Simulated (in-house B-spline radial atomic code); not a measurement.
RPA and G0W0 for neutral rhenium, [Xe] 4f14 5d5 6s2, highest spin, as one setting changes: the share of exact exchange in the PBE hybrid start. A dash marks a level of low quasi-particle weight. Computed with an all-electron radial atomic-structure program (B-spline basis): all electrons, scalar-relativistic (spin-free one-electron X2C), finite nucleus, each spin shell either full or empty, empty states to l = 9 with an (l + 1/2)⁻⁴ tail; G0W0 by contour deformation at full frequency.

Without the two-electron picture change, the correlation of inner shells comes somewhat too large for so heavy an element.

| share of exact exchange in the PBE hybrid start | mean-field level (eV) | G0W0 level (eV) | RPA correlation (Eh) |
| --- | --- | --- | --- |
| 0 | -4.799 | - | -6.758 |
| 0.1 | -5.031 | 6s down -7.866 | -6.6995 |
| 0.2 | -5.261 | 6s down -7.843 | -6.6439 |
| 0.3 | ? | ? | ? |
| 0.4 | -5.717 | 6s down -7.769 | -6.5388 |
| 0.5 | -5.942 | 6s down -7.726 | -6.4888 |
| 0.6 | -6.166 | 6s down -7.680 | -6.4403 |
| 0.7 | ? | ? | ? |
| 0.8 | -6.607 | 6s down -7.585 | -6.3473 |
| 0.9 | -6.825 | 6s down -7.537 | -6.3027 |
| 1 | -7.040 | 6s down -7.489 | -6.2592 |

**Question.** What belongs in the row for 0.7?

**Answer.** mean-field level (eV): -6.387; G0W0 level (eV): 6s down -7.633; RPA correlation (Eh): -6.3932.

**Question.** What belongs in the row for 0.3?

**Answer.** mean-field level (eV): -5.490; G0W0 level (eV): 6s down -7.809; RPA correlation (Eh): -6.5904.
